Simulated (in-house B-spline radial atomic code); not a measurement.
Spin-orbit splittings of orbital energies (j = l + 1/2 less j = l - 1/2) and ratios of mean radii (lower j over upper j) along the 22-electron series, configuration [Ar] 3d4. Computed with an all-electron radial atomic-structure program (B-spline basis): Dirac-Hartree-Fock, average of the configuration, finite nuclei.

```tsv
ion	Z	splitting of 3d (eV)	radius ratio of 3d	splitting of 2p (eV)	radius ratio of 2p	splitting of 3p (eV)	radius ratio of 3p
Sm40+	62	32.17	0.98479	612.07	0.92582	143.22	0.9566
Eu41+	63	?	?	?	?	?	?
Gd42+	64	37.553	0.98371	706.39	0.92059	166.83	0.95358
Tb43+	65	40.485	0.98316	757.75	0.91789	179.76	0.95201
Dy44+	66	43.588	0.9826	812.08	0.91514	193.47	0.95041
Ho45+	67	46.866	0.98202	869.53	0.91233	208	0.94878
Er46+	68	50.327	0.98144	930.24	0.90946	223.41	0.9471
Tm47+	69	?	?	?	?	?	?
Yb48+	70	57.827	0.98024	1062.03	0.90354	256.99	0.94365
Lu49+	71	61.879	0.97963	1133.43	0.90049	275.25	0.94186
Hf50+	72	66.143	0.97901	1208.73	0.89738	294.56	0.94004
Ta51+	73	?	?	?	?	?	?
W52+	74	75.335	0.97773	1371.73	0.89097	336.51	0.93627
Re53+	75	80.279	0.97707	1459.82	0.88767	359.25	0.93432
Os54+	76	85.466	0.97641	1552.56	0.8843	383.25	0.93233
Ir55+	77	90.903	0.97574	1650.17	0.88086	408.56	0.9303
Pt56+	78	96.599	0.97505	1752.86	0.87735	435.24	0.92822
Au57+	79	102.56	0.97436	1860.88	0.87377	463.36	0.92609
Hg58+	80	108.8	0.97365	1974.46	0.87013	492.98	0.92393
Tl59+	81	115.33	0.97293	2093.86	0.8664	524.18	0.92171
```

(1) Fill in the row of Eu41+.

(2) Fill in the row of Tm47+.

(3) Fill in the row of Ta51+.

(4) With what power of Z does the column «splitting of 3d (eV)» change over this range?

Results:

(1) splitting of 3d (eV): 34.783; radius ratio of 3d: 0.98426; splitting of 2p (eV): 657.87; radius ratio of 2p: 0.92323; splitting of 3p (eV): 154.67; radius ratio of 3p: 0.95511.

(2) splitting of 3d (eV): 53.979; radius ratio of 3d: 0.98085; splitting of 2p (eV): 994.35; radius ratio of 2p: 0.90653; splitting of 3p (eV): 239.72; radius ratio of 3p: 0.94539.

(3) splitting of 3d (eV): 70.626; radius ratio of 3d: 0.97837; splitting of 2p (eV): 1288.1; radius ratio of 2p: 0.89421; splitting of 3p (eV): 314.96; radius ratio of 3p: 0.93817.

(4) A fit of the logarithm of its size against log Z from Z = 62 to 81 has slope 4.77. An unscreened hydrogenic electron would give 4 at low Z; screening makes the apparent power larger near the neutral end, and relativity raises it again at high Z.
